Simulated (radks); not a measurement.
The numbers below are computed, except where a source is named.
The barium ion Ba23+, configuration [Ar] 3d10 4s2 4p3.

Level of theory: scalar-relativistic Kohn-Sham, LDA (Slater exchange, VWN5 correlation), spin-polarised, spherical densities, finite nucleus; open shells are filled with parallel spins first (spin-orbit coupling, left out, can overturn this in heavy ions); Fermi nuclear charge, rms radius 4.8378 fm (a radial shooting solver on a logarithmic mesh with Libxc functionals).

Energy parts (eV):
| part | energy |
|---|---|
| total | -214664.37 |
| kinetic | 226900.26 |
| electron-nucleus | -496340.57 |
| Hartree | 59317.57 |
| exchange-correlation | -4541.63 |

Orbitals (lengths in bohr, moments of r in powers of bohr; r(90%) holds 90 % of the orbital's charge):
orbital  occ.  eigenvalue (eV)  r(90%)      <r^4>
1s up       1        -37915.89  0.0461  2.080e-06
1s down     1        -37914.12  0.0461  2.080e-06
2s up       1        -6571.836   0.169  0.0003454
2s down     1        -6570.702   0.169  0.0003453
2p up       3        -5969.810   0.156  0.0002506
2p down     3        -5968.260   0.156  0.0002507
3s up       1        -1892.622   0.424    0.01372
3s down     1        -1890.732   0.423    0.01366
3p up       3        -1699.285   0.428    0.01411
3p down     3        -1697.223   0.428    0.01403
3d up       5        -1421.908   0.408    0.01142
3d down     5        -1419.965   0.407    0.01133
4s up       1        -816.9649   0.862     0.2408
4s down     1        -808.3861   0.863     0.2417
4p up       3        -746.9204   0.893     0.2759
4p down     0        -738.3985   0.895     0.2778

The highest occupied level is 4p up at -746.92 eV. The density falls to 0.001 e/bohr^3 at r = 1.45 bohr. The electron density at the nucleus is 3.334e+05 e/bohr^3 (large components only). Spin moment in Bohr magnetons: 3. Summed over all electrons, <r^2> = 3.818 bohr^2, which gives a Langevin (diamagnetic) susceptibility term of -3.02 x 10^-6 cm^3/mol.
